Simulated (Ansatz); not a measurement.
The first iterations of a band of FHInS (4 atoms, charge -1, multiplicity 1).

These are results of RKS PBE0-D4/def2-SVP (Ansatz 0.2.0), not measurements.

```
movable images  : 5
climbing image  : from the first iteration
spring          : 5.0 eV/Å²
optimiser       : fire
start path      : through a guess of the saddle point
force threshold : 0.05 eV/Å
iteration limit : 60
end points      : relaxed
```

Image 0:

```xyz
4
Properties=species:S:1:pos:R:3
F -1.676 -0.017 0.875
In 0.099 0.046 -0.093
S 1.765 -1.424 0.402
H -0.188 1.395 -1.184
```

Image 6:

```xyz
4
Properties=species:S:1:pos:R:3
F -1.745 -0.653 1.491
In -1.115 0.620 0.016
S 1.303 -0.439 -0.270
H 1.556 0.473 -1.237
```

| iteration | highest image above the first end (eV) | largest band force component (eV/Å) |
| --- | --- | --- |
| 1 | 2.696 | 5.254 |
| 2 | 1.880 | 1.967 |
| 3 | 2.025 | 3.101 |
| 4 | 1.923 | 2.288 |
| 5 | 1.817 | 1.299 |
| 6 | 1.795 | 0.800 |
| 7 | 1.868 | 1.676 |
| 8 | 1.867 | 1.630 |
| 9 | 1.866 | 1.540 |
| 10 | 1.866 | 1.408 |
| 11 | 1.867 | 1.239 |
| 12 | 1.870 | 1.039 |
| 13 | 1.876 | 0.817 |

Problem. Does the band converge within its limit, and where does its top end?

Solution. The run converged. It ended after 40 iterations with the highest image 1.998 eV above the first end. Neighbouring images differ by up to 1.4 eV, so the band resolves the path poorly. Another band between the same ends (5 images) ends at a top of the same energy, where a vibrational analysis finds 1 clearly imaginary mode. The orbitals stay closed-shell, which can raise the energy where a bond breaks towards radicals; this wasn't checked here. Limits of this set-up: an anion without diffuse functions, the dipole of an ion depends on the origin.

Time of the run: 7 min on 1 thread of Arm Neoverse V1, with other jobs on the host, peak memory 0.13 GiB.
